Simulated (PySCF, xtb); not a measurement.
Ge(F)2(Br)(OH) (BrF₂GeHO), SMILES [OH][Ge]([F])([F])[Br]. One conformer was computed; it need not be the lowest.

Harmonic wavenumbers (cm⁻¹) from xtb 6.7.1 with GFN2-xTB at its own minimum, in rising order: 110, 122, 176, 181, 194, 241, 321, 477, 493, 614, 784, 3585.

Problem. What does PBE-D3(BJ)/def2-SVP (PySCF) give at its own minimum? (Estimate from the structure and the level; the computed values follow.)

Solution. 84, 147, 163, 222, 235, 242, 334, 683, 722, 739, 907, 3700. Paired by order, the mean absolute difference is 80 cm⁻¹ and the zero-point energies are 10.4 and 11.7 kcal/mol.
